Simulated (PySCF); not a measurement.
# Successive Ge–H bond energies

Level of theory: PBE0 in PySCF with Ge def2-TZVP, H def2-TZVP; no relativity; density-fitted integrals.

Each entry is the lowest minimum that a search over a few typed start shapes (and spin states, where more than one is plausible) found, or that minimum re-optimised at the stated level; isomers with ligand–ligand bonds, or fragments after loss of a ligand pair, can lie lower.

Total energies (Eh), which compare only within these settings: H atom -0.50106.

```tsv
species	2S+1	group	E (Eh)	ZPE (kJ/mol)
GeH₂	1	C2v	-2077.87561	28.7
GeH₃	2	C3v	-2078.47980	52.7
GeH₄	1	Td	-2079.11846	77.8
```

Q: What are De and D0 for GeH₃ → GeH₂ + H?

A: De = [(-2077.87561) + (-0.50106) − (-2078.47980)] × 2625.5 = 271 kJ/mol. The zero-point energy changes by -24.0 kJ/mol, so D0 = 247 kJ/mol.

Q: What are De and D0 for GeH₄ → GeH₃ + H?

A: De = [(-2078.47980) + (-0.50106) − (-2079.11846)] × 2625.5 = 361 kJ/mol. The zero-point energy changes by -25.0 kJ/mol, so D0 = 336 kJ/mol.

Atoms and open shells are unrestricted, without spin–orbit or basis-set superposition corrections.
